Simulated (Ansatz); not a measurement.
Ansatz (a program for electronic structure) input for SnHFCl₂, SMILES [SnH]([Cl])([Cl])[F], PBE0-D3(BJ)/def2-SVP. 

Ansatz 0.2 input:
```yaml
crystal:
  periodic: [false, false, false]
  atoms:
    - {symbol: Sn, position_ang: [0.31695980, 0.28208829, -0.00000000]}
    - {symbol: F, position_ang: [-0.93089249, 1.80074640, 0.00000001]}
    - {symbol: Cl, position_ang: [-0.27341734, -0.92412264, -1.84470895]}
    - {symbol: Cl, position_ang: [-0.27341734, -0.92412264, 1.84470895]}
    - {symbol: H, position_ang: [1.82623185, 1.10903773, 0.00000000]}
basis:
  gaussian:
    orbitals: def2-SVP
hamiltonian:
  xc: pbe0
  dispersion: d3bj
relax: {f_tol: 0.002, max_steps: 200}
```

Log of the run:

```
WARN ansatz: RAYON_NUM_THREADS=1 ignored (pool sized by the plan → 1); use --threads N
Functional definition: PBE0
integrals: 0.03 GiB planned
899 factors; integrals over basis functions are off by at most 3.4e-4 eV
mean field: 0.34 GiB planned
mean field evaluation 1: about -33589.1025 eV, gradient 3.8e1 eV
mean field evaluation 2: about -33580.5769 eV, gradient 8.1e1 eV
mean field evaluation 4: about -33591.8082 eV, gradient 3.0e0 eV
mean field evaluation 8: about -33591.8667 eV, gradient 7.4e-2 eV
mean field evaluation 16: about -33591.8667 eV, gradient 2.2e-5 eV
mean field -33591.86666902 eV, -1234.4783307013 hartree, gradient 2.2e-5 eV, S^2 0.000000; 0 other end points of the search recorded, 0 dependent functions left out
the calculation of the forces begins
reference -33591.86669555 eV, -1234.4783316765 hartree; 33, 33 occupied and 48, 48 virtual orbitals, 899 factors
relax step   1: F+E_penalty+E_count = -33591.98563530 eV  Δ(F+E_penalty+E_count) = +0.000e0 eV  max|allowed force component| = 1.886e0 eV/Å  Δτ_max = 0.0000 Å  (28 SCF iters, accepted)
these checks for a lower state are left out or cut short: starts, cluster_reference, orbital_swaps, neighbouring_geometries, increment
integrals: 0.03 GiB planned
899 factors; integrals over basis functions are off by at most 3.5e-4 eV
mean field: 0.34 GiB planned
mean field -33591.95820790 eV, -1234.4816946934 hartree, gradient 1.6e-5 eV, S^2 0.000000; 0 other end points of the search recorded, 0 dependent functions left out
the calculation of the forces begins
reference -33591.95823475 eV, -1234.4816956800 hartree; 33, 33 occupied and 48, 48 virtual orbitals, 899 factors
relax step   2: F+E_penalty+E_count = -33592.07607972 eV  Δ(F+E_penalty+E_count) = -9.044e-2 eV  max|allowed force component| = 1.997e-1 eV/Å  Δτ_max = 0.1582 Å  (30 SCF iters, accepted)
these checks for a lower state are left out or cut short: starts, cluster_reference, orbital_swaps, neighbouring_geometries, increment
integrals: 0.03 GiB planned
899 factors; integrals over basis functions are off by at most 3.4e-4 eV
mean field: 0.34 GiB planned
mean field evaluation 32: about -33591.9643 eV, gradient 1.5e-5 eV
mean field -33591.96432025 eV, -1234.4819193181 hartree, gradient 1.5e-5 eV, S^2 0.000000; 0 other end points of the search recorded, 0 dependent functions left out
the calculation of the forces begins
reference -33591.96434713 eV, -1234.4819203060 hartree; 33, 33 occupied and 48, 48 virtual orbitals, 899 factors
relax step   3: F+E_penalty+E_count = -33592.08243251 eV  Δ(F+E_penalty+E_count) = -6.353e-3 eV  max|allowed force component| = 4.840e-2 eV/Å  Δτ_max = 0.0346 Å  (31 SCF iters, accepted)
these checks for a lower state are left out or cut short: starts, cluster_reference, orbital_swaps, neighbouring_geometries, increment
integrals: 0.03 GiB planned
899 factors; integrals over basis functions are off by at most 3.4e-4 eV
mean field: 0.34 GiB planned
mean field -33591.96439239 eV, -1234.4819219689 hartree, gradient 9.0e-6 eV, S^2 0.000000; 0 other end points of the search recorded, 0 dependent functions left out
the calculation of the forces begins
reference -33591.96441926 eV, -1234.4819229566 hartree; 33, 33 occupied and 48, 48 virtual orbitals, 899 factors
relax step   4: F+E_penalty+E_count = -33592.08250932 eV  Δ(F+E_penalty+E_count) = -7.681e-5 eV  max|allowed force component| = 2.727e-3 eV/Å  Δτ_max = 0.0031 Å  (25 SCF iters, accepted)
these checks for a lower state are left out or cut short: starts, cluster_reference, orbital_swaps, neighbouring_geometries, increment
integrals: 0.03 GiB planned
899 factors; integrals over basis functions are off by at most 3.4e-4 eV
mean field: 0.34 GiB planned
mean field -33591.96439323 eV, -1234.4819220000 hartree, gradient 1.8e-5 eV, S^2 0.000000; 0 other end points of the search recorded, 0 dependent functions left out
the calculation of the forces begins
reference -33591.96442011 eV, -1234.4819229878 hartree; 33, 33 occupied and 48, 48 virtual orbitals, 899 factors
relax step   5: F+E_penalty+E_count = -33592.08250991 eV  Δ(F+E_penalty+E_count) = -5.925e-7 eV  max|allowed force component| = 1.111e-4 eV/Å  Δτ_max = 0.0005 Å  (21 SCF iters, accepted)
integrals: 0.03 GiB planned
899 factors; integrals over basis functions are off by at most 3.4e-4 eV
mean field: 0.34 GiB planned
mean field -33591.96439323 eV, -1234.4819220000 hartree, gradient 1.8e-5 eV, S^2 0.000000; 1 other end points of the search recorded, 0 dependent functions left out
the calculation of the forces begins
reference -33591.96442011 eV, -1234.4819229878 hartree; 33, 33 occupied and 48, 48 virtual orbitals, 899 factors
Total energy: -33592.08253679 eV, -1234.4862636956 hartree
Atom 0 at     0.265176     0.359035    -0.000000 Å, force    -0.000056     0.000089     0.000000 eV/Å
Atom 1 at    -0.998575     1.810375     0.000000 Å, force     0.000018    -0.000111     0.000000 eV/Å
Atom 2 at    -0.221386    -0.906023    -1.883987 Å, force    -0.000036    -0.000003     0.000077 eV/Å
Atom 3 at    -0.221386    -0.906023     1.883987 Å, force    -0.000036    -0.000003    -0.000077 eV/Å
Atom 4 at     1.841635     0.986262    -0.000000 Å, force     0.000110     0.000028     0.000000 eV/Å
Dipole moment:     0.544756     0.033791     0.000000 e Å
```

The calculation finished and met its thresholds.

Cost: very roughly 24 core-seconds.
